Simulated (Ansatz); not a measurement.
`O[SiH2][AlH][SnH3]` + CH₃OH → `C[O][SnH3]` + `O[SiH2][AlH2]` at 298.15 K and 1 bar (cleavage of the Sn–Al bond).

Computed with Ansatz on PBE0-D4/def2-TZVP structures; ΔE is electronic, products minus reactants. CCSD(T)/CBS adds triple-zeta CCSD(T) − MP2 to the extrapolated MP2 energy (def2 sets, frozen cores). This one scheme is used for every species. Elements past krypton have def2 core potentials. For Sn outer-core shells are correlated without core-valence functions, which leaves a few kJ/mol of doubt a bond. One conformer a species, not always the lowest.

```
             species  CCSD(T)/CBS energy (Eh)  H − E (kJ/mol)  S (J/(mol·K))
`O[SiH2][AlH][SnH3]`               -824.51535           179.9          419.5
               CH₃OH               -115.61712           146.3          238.2
        `C[O][SnH3]`               -330.83288           179.3          324.5
     `O[SiH2][AlH2]`               -609.28590           134.4          323.8
```

H − E and S are ideal-gas, rigid-rotor, harmonic terms from PBE0-D4/def2-TZVP, for one conformer and one mirror image of each species. 1 Eh = 2625.50 kJ/mol, R = 8.31446 J/(mol·K).

Question: By hand: ΔE, ΔH, ΔS and ΔG.

Answer: ΔE = (-330.83288) + (-609.28590) − (-824.51535) − (-115.61712) = 0.01369 Eh = 35.9 kJ/mol. Δ(H − E) = 179.3 + 134.4 − 179.9 − 146.3 = -12.5, so ΔH = 23.4 kJ/mol. ΔS = 324.5 + 323.8 − 419.5 − 238.2 = -9.4 J/(mol·K). ΔG = 23.4 − 298.15 × (-9.4)/1000 = 26.2 kJ/mol.

Question: By hand: the equilibrium constant, and the temperature at which ΔG would vanish if ΔH and ΔS stayed fixed.

Answer: log₁₀ K = −ΔG/(RT ln 10) = -4.6. ΔH and −TΔS have one sign here, so there is no such temperature.

The number of gas molecules stays the same, so ΔS is small and ΔH decides. A doubt of 5 kJ/mol in ΔE shifts log₁₀ K by 0.9 here. Other conformers and mirror images would add mixing entropy, several J/(mol·K) or more a flexible species. Modes under 60 cm⁻¹, often nearly free rotors, make the harmonic entropy too high. These are equilibria of isolated gas molecules and say nothing of rates. Largest T1 diagnostic: 0.014 (customary marks: 0.02 for closed shells, 0.045 for open ones).

ΔS is within the doubt of such terms, so its sign, and with it that verdict, could turn.
